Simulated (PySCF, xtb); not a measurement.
Be(Me)2 (C2H6Be), SMILES [CH3][Be][CH3].

GFN2-xTB (xtb) at its own geometry gives an orbital gap of 5.31 eV and a dipole moment of 0.01 D.

Coordinates come from a r2SCAN-D4/def2-TZVP optimisation. The isomer is the one that the SMILES or the coordinates give; other isomers of the formula were not compared.

Task: What does PySCF with PBE/def2-TZVPD give? (Estimate from the structure and the level; the computed values follow.)

Result: gap 6.18 eV (levels -6.73 and -0.55 eV), dipole 0.00 D.
